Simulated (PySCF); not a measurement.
**Calculated NMR data**

PySCF 2.14 calculation with geometry from GFN2-xTB and σ from GIAO-PBE0/pcSseg-1; non-relativistic, rapidly exchanging positions averaged, in vacuum, single conformer.

References, each an isolated molecule treated in the same way: 1H (σ = 31.72 ppm) and 13C (σ = 186.93 ppm) vs TMS. Where no couplings were computed, multiplicities follow the n + 1 count of equivalent neighbours, and m marks all less simple cases (inequivalent or close neighbours, rings, F or P nearby). Shifts are as computed. Against solution values, carbons near 30 ppm lie about +3 ppm off and those near 130 ppm about +5 ppm. Of 1309 compounds with measured shifts, 239 miss one by over three times the rms of a fit or turn the order of signals round; such compounds aren't used in these exercises. OH and NH positions are gas-phase values without hydrogen bonding to other molecules.

Compound 1 (C8H9NSi). 1H NMR (500 MHz, computed): δ 6.13 (s, 1H), 5.29 (m, 1H), 5.18 (m, 1H), 4.94 (d, 2H), 2.24 (s, 3H), 2.06 (t, 1H). 13C{1H} NMR (computed): δ 171.9, 158.1, 123.1, 119.9, 115.2, 106.6, 85.2, 25.5. Structure: `InChI=1S/C8H9NSi/c1-4-10-8(5-6-9)7(2)3/h1,5H,2,10H2,3H3/b8-5-`.

Compound 2 (C8H9NSi). 1H NMR (500 MHz, computed): δ 7.74 (d, 2H), 6.72 (d, 2H), 4.81 (s, 3H), 3.24 (br s, 1H), 2.66 (s, 1H). 13C{1H} NMR (computed): δ 152.4 (C), 141.2 (CH), 118.1 (CH), 115.7 (C), 89.5 (C), 84.4 (CH). Structure: `C#Cc1ccc(N[SiH3])cc1`.
